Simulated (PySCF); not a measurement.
Selenacyclopentane, C₄H₈Se.
Z-matrix (Å and degrees, PBE0-D3(BJ)/def2-SVP geometry), rows numbered from 1:
```
C 
C   1  1.5237
C   2  1.5221  1  107.99
Se  3  1.9686  2  105.90  1   -38.97
C   1  1.5221  2  107.95  3    52.62
H   1  1.1024  2  111.77  3   174.82
H   1  1.1031  2  109.46  3   -66.58
H   2  1.1024  1  111.79  3   122.24
H   2  1.1031  1  109.42  3  -119.20
H   3  1.0999  2  111.69  1    79.10
H   3  1.0986  2  112.83  1  -158.26
H   5  1.0999  1  111.68  2    78.88
H   5  1.0986  1  112.86  2  -158.44
```

The calculation used PySCF, PBE0-D3(BJ)/def2-SVP geometry optimisation, gas phase.

Take the most abundant isotopes and a rigid rotor. The values belong to one conformer with, in the numbering `[CH2:1]1[CH2:2][CH2:3][Se:4][CH2:5]1`, C5–C1–C2–C3 53°, C1–C2–C3–Se4 -39°, C2–C3–Se4–C5 14°, C3–Se4–C5–C1 14°.

Task: What are A, B and C (MHz)?

Result: Ia = 87.70, Ib = 178.92, Ic = 247.48 u·Å²; 505379 MHz·u·Å²/I gives A = 5763, B = 2825, C = 2042 MHz.

Task: Classify the top.

Result: An asymmetric top: κ = (2 × 2825 − 5763 − 2042)/(5763 − 2042) = -0.58.

Task: Is it planar, by Δ = Ic − Ia − Ib?

Result: Not planar: Δ = Ic − Ia − Ib = -19.14 u·Å². For a rigid frame Δ = −2 Σ m c², so Σ m c² = 9.57 u·Å² lies off the ab plane: 7.19 from hydrogen and 2.38 from heavier atoms. The atom farthest from that plane is 1.38 Å away.

Task: Give the coordinates in the principal-axis frame, origin at the centre of mass.

Result: The sense of each axis is arbitrary; atoms in the order of the calculation.
```json
{"atom": "C1", "mass (u)": "12.000", "a (Å)": "-1.839", "b (Å)": "0.708", "c (Å)": "0.283"}
{"atom": "C2", "mass (u)": "12.000", "a (Å)": "-1.840", "b (Å)": "-0.707", "c (Å)": "-0.282"}
{"atom": "C3", "mass (u)": "12.000", "a (Å)": "-0.542", "b (Å)": "-1.382", "c (Å)": "0.138"}
{"atom": "Se4", "mass (u)": "79.917", "a (Å)": "0.853", "b (Å)": "0.000", "c (Å)": "0.000"}
{"atom": "C5", "mass (u)": "12.000", "a (Å)": "-0.542", "b (Å)": "1.381", "c (Å)": "-0.141"}
{"atom": "H6", "mass (u)": "1.008", "a (Å)": "-2.713", "b (Å)": "1.286", "c (Å)": "-0.061"}
{"atom": "H7", "mass (u)": "1.008", "a (Å)": "-1.890", "b (Å)": "0.664", "c (Å)": "1.384"}
{"atom": "H8", "mass (u)": "1.008", "a (Å)": "-2.713", "b (Å)": "-1.285", "c (Å)": "0.064"}
{"atom": "H9", "mass (u)": "1.008", "a (Å)": "-1.894", "b (Å)": "-0.663", "c (Å)": "-1.382"}
{"atom": "H10", "mass (u)": "1.008", "a (Å)": "-0.585", "b (Å)": "-1.735", "c (Å)": "1.179"}
{"atom": "H11", "mass (u)": "1.008", "a (Å)": "-0.274", "b (Å)": "-2.229", "c (Å)": "-0.508"}
{"atom": "H12", "mass (u)": "1.008", "a (Å)": "-0.587", "b (Å)": "1.730", "c (Å)": "-1.183"}
{"atom": "H13", "mass (u)": "1.008", "a (Å)": "-0.272", "b (Å)": "2.231", "c (Å)": "0.501"}
```

Task: Where do the levels up to J = 5 lie, in MHz?

Result: Above 0(0,0):
J = 1: 1(0,1) 4867, 1(1,1) 7805, 1(1,0) 8587
J = 2: 2(0,2) 14464, 2(1,2) 16756, 2(1,1) 19103, 2(2,1) 27917, 2(2,0) 28053
J = 3: 3(0,3) 28543, 3(1,3) 30103, 3(1,2) 34783, 3(2,2) 42517, 3(2,1) 43174, 3(3,1) 59242, 3(3,0) 59257
J = 4: 4(0,4) 46839, 4(1,4) 47771, 4(1,3) 55492, 4(2,3) 61877, 4(2,2) 63704, 4(3,2) 78942, 4(3,1) 79047, 4(4,1) 102041, 4(4,0) 102043
J = 5: 5(0,5) 69184, 5(1,5) 69687, 5(1,4) 81022, 5(2,4) 85908, 5(2,3) 89712, 5(3,3) 103608, 5(3,2) 104011, 5(4,2) 126677, 5(4,1) 126690, 5(5,1) 156360, 5(5,0) 156360

Task: Predict some low-J microwave lines.

Result: The dipole components are |μa| = 1.92 D, |μb| = 0.00 D, |μc| = 0.00 D; the symmetry axis of this C2 structure is a, so μb and μc vanish by symmetry and there are no b-type or c-type lines. Some lines, for components of 0.1 D or more:

```
type  branch         J(Ka,Kc)    MHz  lower level (cm⁻¹)
   a       Q  1(1,0) ← 1(1,1)    782               0.260
   a       Q  2(1,1) ← 2(1,2)   2347               0.559
   a       R  1(0,1) ← 0(0,0)   4867               0.000
   a       R  2(1,2) ← 1(1,1)   8951               0.260
   a       R  2(0,2) ← 1(0,1)   9597               0.162
   a       R  2(1,1) ← 1(1,0)  10516               0.286
```

Task: Estimate the classical rotational partition function at 25 K, 200 K and 500 K.

Result: Point group C2, symmetry number σ = 2; q = (√π/σ)·√((kT/h)³/(ABC)), k/h = 20836.6 MHz/K: 1830 at 25 K, 41400 at 200 K, 163000 at 500 K.

No PBE0-D3(BJ)/def2-SVP frequencies stand behind this structure, so it isn't proved a minimum. Constants of a rigid frame at the computed geometry: no zero-point averaging, no centrifugal distortion.
